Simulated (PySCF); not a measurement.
In(Cl)2(OH), SMILES [OH][In]([Cl])[Cl] (HCl2InO), PBE0/def2-SVP optimised geometry.

```
5

In    -0.57     0.01     0.00
Cl    -1.76     2.01     0.00
Cl    -1.71    -2.01     0.00
O      1.41     0.01     0.00
H      1.76     0.91    -0.01
```

Density from PBE0/def2-TZVP, def2 effective core potentials past Kr run with PySCF 2.14.0 at that geometry. The core electrons that the potentials of In replace are not part of the density.

Minimum of the electron density along straight lines between bonded atoms, close to the bond critical point (lines longer than 1.1 times the sum of covalent radii, or with two minima, are not listed):

| bond | length / Å | ρ at the minimum / e bohr⁻³ | ∇²ρ there / e bohr⁻⁵ | position (fraction from the first atom) |
|---|---|---|---|---|
| In1–Cl2 | 2.333 | 0.086 | 0.21 | 0.48 |
| In1–Cl3 | 2.320 | 0.088 | 0.22 | 0.48 |
| In1–O4 | 1.979 | 0.117 | 0.50 | 0.52 |
| O4–H5 | 0.966 | 0.355 | -2.37 | 0.80 |
